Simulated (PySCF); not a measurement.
**Frontier orbitals and the lowest excitations**

C5H3NS.
Atom-mapped SMILES: `[N:1]#[C:2][c:3]1[cH:4][cH:5][s:6][cH:7]1` (hydrogens: H8 on C4; H9 on C5; H10 on C7)

Computed, not measured: TDDFT B3LYP/def2-SVPD, vertical, gas phase, core orbitals frozen in the response (PySCF). Geometry: GFN2-xTB; no solvent, vibrations or thermal averaging.

Kohn–Sham orbitals with the atoms that hold most of them (Löwdin shares over 4%, at most four atoms; ? is withheld):

| orbital | ε (eV) | atoms |
| --- | --- | --- |
| LUMO+2 | -0.38 | S6 62%, C5 9%, C7 9%, N1 5% |
| LUMO+1 | -0.42 | C4 29%, C5 23%, N1 10%, C2 9% |
| LUMO | -1.74 | C7 27%, S6 22%, C3 14%, C5 11% |
| HOMO | ? | ? |
| HOMO-1 | -7.79 | ? |
| HOMO-2 | -9.49 | N1 47%, C2 36%, C3 5% |
| HOMO-3 | -10.06 | N1 76%, C2 16% |

Which atoms hold the HOMO-1, and with what shares?

S6 (bonded to 2 C) 34%; C4 (bonded to 2 C and H) 25%; C5 (bonded to C, S and H) 13%; C3 (bonded to 3 C) 9%. By element: carbon 47% or more, sulfur 34%.

Which atoms hold the HOMO, and with what shares?

C7 (bonded to C, S and H) 24%; C5 (bonded to C, S and H) 21%; C3 (bonded to 3 C) 18%; N1 (bonded to C) 11%. By element: carbon 63% or more, nitrogen 11%.

What is the HOMO energy, and the HOMO–LUMO gap?

ε(HOMO) = -7.45 eV; the gap is 5.71 eV (0.2099 hartree).

How does S1 compare with the orbital gap of 5.71 eV?

S1 is at 5.42 eV (f = 0.033), 0.29 eV below the gap, made of HOMO-1→LUMO (65%), HOMO→LUMO (23%), HOMO→LUMO+1 (10%). Its leading pair isn't HOMO and LUMO; the energies of that pair differ by 6.05 eV. 

Give energy, strength and leading configuration of S2 and S5, and follow the Löwdin shares of the leading atoms from the occupied to the empty orbital.

- S2 (5.47 eV, f 0.140), HOMO→LUMO (71%): C7 24% → 27%, C5 21% → 11%, S6 at most 11% → 22%
- S5 (6.51 eV, f 0.0007), HOMO-2→LUMO (92%): N1 47% → at most 12%, C2 36% → at most 12%, C7 at most 4% → 27%, S6 at most 4% → 22%

The run took 19 s on an Arm Neoverse V1 with one thread (shared host).
